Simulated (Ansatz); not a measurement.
Steps of a relaxation of C₂H₇BOS with RKS PBE-D4/def2-SVP.

```sh
$ ansatz run in.yaml --threads 4 --pin off --events-out ev --progress --plain --max-ram 10444MiB
```

```yaml
crystal:
  periodic: [false, false, false]
  atoms:
    - {symbol: B, position_ang: [-1.281300, 0.488600, -0.413100]}
    - {symbol: C, position_ang: [0.166800, -0.037300, -0.430800]}
    - {symbol: C, position_ang: [0.535400, -0.558800, 0.944100]}
    - {symbol: O, position_ang: [0.365200, -1.043900, -1.393300]}
    - {symbol: S, position_ang: [1.296700, 1.313400, -0.922500]}
    - {symbol: H, position_ang: [-1.985200, 0.520400, 0.557200]}
    - {symbol: H, position_ang: [-1.767500, 0.981400, -1.411700]}
    - {symbol: H, position_ang: [0.549300, 0.264000, 1.713300]}
    - {symbol: H, position_ang: [1.613200, -0.930200, 0.974200]}
    - {symbol: H, position_ang: [-0.101100, -1.387400, 1.295200]}
    - {symbol: H, position_ang: [-0.294600, -1.814300, -1.087100]}
    - {symbol: H, position_ang: [0.980100, 2.148800, 0.208400]}
basis:
  gaussian: {orbitals: def2-SVP}
hamiltonian: {xc: pbe, dispersion: d4}
relax: {f_tol: 0.03, max_steps: 200}
```

Positions (Å) and forces (eV/Å) along the path, 11 of 16 steps:

```xyz
12
step=1 energy=-15727.2710 eV
B    -1.281    0.489   -0.413   -0.947    1.292   -1.057
C     0.167   -0.037   -0.431    0.210   -0.667    1.509
C     0.535   -0.559    0.944    2.225    0.269    0.993
O     0.365   -1.044   -1.393   -1.867   -2.707   -0.005
S     1.297    1.313   -0.922   -0.338    1.460    0.949
H    -1.985    0.520    0.557   -0.068   -0.111    0.544
H    -1.768    0.981   -1.412    0.026   -0.234   -0.211
H     0.549    0.264    1.713   -0.430   -0.407   -0.264
H     1.613   -0.930    0.974   -0.780    0.096   -0.247
H    -0.101   -1.387    1.295   -0.387   -0.077    0.021
H    -0.295   -1.814   -1.087    1.931    2.026   -1.026
H     0.980    2.149    0.208    0.424   -0.941   -1.207
12
step=2 energy=-15727.7128 eV
B    -1.293    0.588   -0.434   -0.375   -0.117   -0.656
C     0.145   -0.054   -0.367   -0.151   -0.363    0.439
C     0.598   -0.583    0.994    0.592    0.068    0.170
O     0.324   -1.025   -1.398   -0.560   -1.150    0.200
S     1.219    1.339   -0.921   -0.171    0.839    0.342
H    -2.002    0.622    0.551    0.050    0.364    0.241
H    -1.785    0.897   -1.523    0.304   -0.122    0.334
H     0.562    0.213    1.775   -0.092   -0.172   -0.160
H     1.651   -0.971    0.961   -0.405    0.133   -0.105
H    -0.064   -1.406    1.334   -0.115   -0.061    0.003
H    -0.259   -1.800   -1.138    0.710    0.946   -0.388
H     0.980    2.124    0.199    0.213   -0.366   -0.420
12
step=4 energy=-15728.0469 eV
B    -1.309    0.597   -0.461    0.223    0.426    0.321
C     0.106   -0.120   -0.333   -0.323   -0.618   -0.300
C     0.622   -0.614    1.019   -0.431    0.062   -0.255
O     0.384   -1.061   -1.390    0.726    0.864    0.295
S     0.998    1.432   -0.923   -0.609    0.048    0.157
H    -1.907    0.996    0.580    0.508   -0.058   -0.803
H    -1.791    0.718   -1.590    0.053   -0.159    0.437
H     0.531    0.170    1.794    0.070    0.039    0.064
H     1.664   -0.960    0.932    0.176   -0.038    0.048
H    -0.022   -1.460    1.355    0.117    0.012   -0.053
H    -0.205   -1.804   -1.241   -0.582   -0.527    0.077
H     1.006    2.052    0.291    0.072   -0.050    0.012
12
step=6 energy=-15728.4356 eV
B    -1.194    0.685   -0.499   -0.323    0.212    0.201
C     0.073   -0.236   -0.306    0.032   -0.392   -0.329
C     0.630   -0.643    1.046   -0.032    0.105   -0.192
O     0.477   -1.130   -1.344   -0.792   -0.207    0.680
S     0.621    1.512   -0.896    0.454    0.311    0.517
H    -1.695    1.281    0.484    0.185   -0.493   -0.563
H    -1.789    0.587   -1.584    0.182    0.107    0.438
H     0.508    0.150    1.808   -0.012   -0.002    0.021
H     1.693   -0.937    0.959    0.064   -0.025    0.075
H     0.045   -1.523    1.392    0.072   -0.002   -0.011
H    -0.266   -1.785   -1.397    0.457    0.560   -0.177
H     0.973    1.983    0.371   -0.287   -0.174   -0.662
12
step=7 energy=-15728.5372 eV
B    -1.181    0.678   -0.488    0.244   -0.026    0.038
C     0.058   -0.273   -0.278    0.003   -0.532   -0.737
C     0.637   -0.635    1.067   -0.065   -0.037   -0.023
O     0.447   -1.183   -1.294   -0.623   -0.353    0.439
S     0.658    1.493   -0.904    0.072    0.182    0.294
H    -1.651    1.244    0.490   -0.087   -0.112   -0.174
H    -1.756    0.588   -1.563   -0.080    0.036    0.142
H     0.471    0.171    1.806    0.055   -0.009    0.050
H     1.711   -0.901    1.006    0.020    0.041    0.006
H     0.086   -1.531    1.429    0.041    0.013   -0.010
H    -0.336   -1.731   -1.576    0.527    0.925    0.306
H     0.932    2.026    0.338   -0.106   -0.129   -0.331
12
step=8 energy=-15728.6078 eV
B    -1.153    0.668   -0.496    0.287   -0.130    0.073
C     0.065   -0.304   -0.264   -0.079   -0.538   -0.546
C     0.645   -0.635    1.087    0.012    0.000    0.039
O     0.447   -1.244   -1.227   -1.940   -0.711   -0.362
S     0.667    1.484   -0.916    0.042    0.271    0.071
H    -1.641    1.232    0.466   -0.089   -0.037   -0.041
H    -1.755    0.551   -1.548   -0.069    0.005   -0.031
H     0.463    0.176    1.818    0.055   -0.014    0.011
H     1.725   -0.880    1.036    0.007    0.029    0.008
H     0.115   -1.542    1.455    0.031    0.042   -0.026
H    -0.408   -1.592   -1.691    1.768    1.090    0.915
H     0.908    2.031    0.314   -0.024   -0.007   -0.113
12
step=9 energy=-15728.7879 eV
B    -1.085    0.667   -0.525    0.403    0.099   -0.012
C     0.035   -0.409   -0.252   -0.654    0.593    0.992
C     0.659   -0.671    1.092    0.225    0.304   -0.061
O     0.340   -1.368   -1.112   -0.883   -0.915   -1.186
S     0.644    1.640   -0.926   -0.055   -0.060    0.117
H    -1.630    1.225    0.413   -0.089   -0.171   -0.040
H    -1.674    0.532   -1.589   -0.079   -0.061   -0.016
H     0.498    0.161    1.804    0.015   -0.030   -0.074
H     1.740   -0.897    1.012    0.065   -0.037    0.035
H     0.163   -1.577    1.495   -0.052   -0.063    0.042
H    -0.456   -1.483   -1.719    1.090    0.423    0.393
H     0.842    2.125    0.340    0.014   -0.082   -0.188
12
step=10 energy=-15728.8381 eV
B    -1.073    0.692   -0.535   -0.060   -0.450    0.306
C    -0.036   -0.437   -0.203    0.739    0.201   -0.322
C     0.674   -0.637    1.108   -0.428   -0.464   -0.201
O     0.288   -1.361   -1.123   -0.521   -0.213    0.160
S     0.668    1.614   -0.921   -0.322    0.197   -0.007
H    -1.719    1.119    0.408    0.067    0.280   -0.090
H    -1.685    0.424   -1.570    0.116    0.262   -0.094
H     0.546    0.223    1.788    0.010   -0.005   -0.039
H     1.739   -0.928    1.018    0.019    0.076   -0.112
H     0.146   -1.511    1.549    0.063   -0.024    0.239
H    -0.412   -1.321   -1.827    0.419    0.165    0.297
H     0.941    2.067    0.341   -0.102   -0.024   -0.138
12
step=14 energy=-15728.9377 eV
B    -1.061    0.671   -0.518    0.072   -0.050    0.035
C    -0.028   -0.465   -0.187   -0.023    0.021    0.035
C     0.664   -0.696    1.121    0.000    0.016   -0.030
O     0.265   -1.410   -1.077    0.029   -0.019    0.017
S     0.593    1.677   -0.962   -0.020    0.021    0.020
H    -1.692    1.170    0.399   -0.005    0.016   -0.018
H    -1.653    0.460   -1.577   -0.002    0.001   -0.016
H     0.599    0.191    1.776    0.001   -0.031   -0.009
H     1.721   -1.005    0.990   -0.029    0.001    0.005
H     0.133   -1.536    1.625    0.012    0.019   -0.008
H    -0.330   -1.267   -1.846   -0.031    0.011   -0.014
H     0.867    2.152    0.287   -0.003   -0.006   -0.016
12
step=15 energy=-15728.9383 eV
B    -1.058    0.670   -0.518    0.032   -0.009    0.007
C    -0.030   -0.467   -0.184    0.009   -0.001    0.023
C     0.666   -0.698    1.121   -0.008    0.004   -0.019
O     0.261   -1.413   -1.075   -0.015    0.014   -0.002
S     0.591    1.684   -0.960   -0.010    0.007    0.010
H    -1.694    1.174    0.392   -0.005   -0.001   -0.006
H    -1.645    0.459   -1.580   -0.002   -0.005   -0.007
H     0.601    0.187    1.778    0.003   -0.011   -0.007
H     1.722   -1.006    0.988   -0.012   -0.001    0.002
H     0.138   -1.538    1.625    0.006    0.007   -0.004
H    -0.338   -1.267   -1.842    0.004    0.002    0.014
H     0.862    2.158    0.289   -0.002   -0.006   -0.010
12
step=16 energy=-15728.9385 eV
B    -1.054    0.671   -0.519   -0.002    0.014   -0.002
C    -0.029   -0.467   -0.182    0.003   -0.019    0.003
C     0.668   -0.699    1.121   -0.004    0.003   -0.006
O     0.258   -1.412   -1.073   -0.006    0.007   -0.010
S     0.588    1.691   -0.959   -0.003   -0.004    0.000
H    -1.698    1.173    0.386   -0.002   -0.001    0.001
H    -1.638    0.455   -1.583    0.002   -0.004   -0.002
H     0.609    0.186    1.778    0.002    0.007    0.003
H     1.721   -1.013    0.986    0.006   -0.002   -0.001
H     0.137   -1.536    1.627   -0.003   -0.004    0.001
H    -0.343   -1.265   -1.838    0.007    0.002    0.013
H     0.859    2.161    0.291    0.001    0.001    0.001
```

Hardware: 4 threads of an Arm Neoverse V1 on a shared host. Wall time 22 s, peak host memory 0.16 GiB.
